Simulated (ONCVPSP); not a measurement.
**What the settings do to the ONCV potential of K**

Base potential:

ONCVPSP 4.0.1 input, shortened (lines: element, Z, core and valence counts, functional; n l f; lmax; l rc ep ncon nbas qcut; lloc lpopt rc5 dvloc0; l nproj debl; icmod fcfact rcfact), LDA (Perdew-Wang 92), scalar-relativistic:

```
  K 19.00    3    3  -001012      upf
    1    0    2.00
    2    0    2.00
    2    1    6.00
    3    0    2.00
    3    1    6.00
    4    0    1.00
    2
    0    2.55    0.00    5    8    4.70
    1    1.40    0.00    3    7    6.20
    2    2.50    0.26    3    7    4.40
    4    5    1.35    0.00
    0    2    2.10
    1    2    1.50
    2    2    1.00
    1    0.30    0.00
```

All-electron outer shells of the reference configuration (LDA (PZ), scalar-relativistic, ld1.x):

```
shell  level (eV)  outermost node (bohr)  outermost maximum (bohr)
   2p     -280.03                      –                      0.26
   3s      -35.18                   0.48                      1.07
   3p      -18.83                   0.45                      1.15
   4s       -2.43                   1.59                      4.03
```

Cutoffs, loose and tight: the cutoffs (Ha) at which the residual kinetic energy of the hardest occupied pseudo-wave falls to 1 and 0.1 mHa per electron. They do not see the model core or the augmentation charge, which bear on the density cutoff. Test errors are all-electron minus pseudo excitation energies from the reference, over the configurations 3s2 3p6 4s0; 3s2 3p6 4s0.5; 3s2 3p6 4s0 4p1; 3s2 3p5 4s1. A dash means not determined; rows that change the core or the reference have their own tests.

```tsv
change	outcome	cutoff, loose	cutoff, tight	bound ghosts	GHOST(+) flags above zero	largest test error (meV)
base	generated	12 Ha	14 Ha	none	none	+16
s: qcut 3.1	generated	12 Ha	14 Ha	none	none	+17
p: rc 1.46	generated	12 Ha	14 Ha	none	none	+16
s: qcut 3.7	generated	12 Ha	14 Ha	none	none	+18
```

(1) What comes out with this change to the base: core correction Teter function, fcfact 4, rcfact 1.7?

Results:

(1) outcome: generated; cutoff, loose: 12 Ha; cutoff, tight: 14 Ha; bound ghosts: none; GHOST(+) flags above zero: none; largest test error (meV): +11.
